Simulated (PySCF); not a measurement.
Sc(OH)3 (H₃O₃Sc), SMILES [OH][Sc]([OH])[OH].

Coordinates come from a B3LYP-D3(BJ)/def2-SVP optimisation. One conformer was computed; it need not be the lowest.

Two levels are set side by side: TDDFT-PBE/def2-SVPD (PySCF) and TDDFT-LC-ωPBE/def2-SVPD (PySCF). Vertical, same geometry. The lowest singlet is HOMO→LUMO 100 % with PBE and HOMO→LUMO 74 %, HOMO→LUMO+4 23 % with the other functional; states are paired by order. Differences are taken from unrounded values.

```tsv
quantity	TDDFT-PBE
lowest singlet excitation (eV)	4.46
lowest triplet excitation (TDA) (eV)	4.41
```

**Question.** These are the TDDFT-PBE values. What does TDDFT-LC-ωPBE give? (The exact figures need the calculation; the answer reports its results.)

**Answer.** 
```
quantity                              TDDFT-LC-ωPBE  TDDFT-PBE minus TDDFT-LC-ωPBE
------------------------------------  -------------  -----------------------------
lowest singlet excitation (eV)                 6.11                          -1.65
lowest triplet excitation (TDA) (eV)           6.05                          -1.64
```

Functionals without exact exchange tend to place singlet excitations lower, as here. Differences between two approximate levels are no errors against the true value.

Rough cost on one machine, each run with all the roots and properties that it gave: TDDFT-LC-ωPBE against TDDFT-PBE about 9 times.
